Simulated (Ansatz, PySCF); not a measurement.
This triplet is an excited state, 1.77 eV above the relaxed singlet at the level B3LYP/cc-pVTZ // PBE0-D3(BJ)/def2-TZVP (Ansatz, a quantum-chemistry and plane-wave program).

Z-matrix (Å, degrees):
```
C
C 1 1.3483
H 2 1.0837 1 122.36
H 2 1.0848 3 116.95 1 180.00
H 1 1.0871 2 120.42 3 -180.00
Si 1 1.8099 5 114.94 2 180.00
F 6 1.6052 1 116.42 5 -180.00
```
Charge 0, spin multiplicity 3.

### Question
What dipole moment, total energy and highest occupied spin orbital does PBE0-D3(BJ)/def2-TZVP run with PySCF give?

### Answer

```json
{
 "dipole_moment": "1.29 D",
 "total_energy": "-467.0582 Ha",
 "highest_occupied_spin_orbital": "-4.99 eV"
}
```
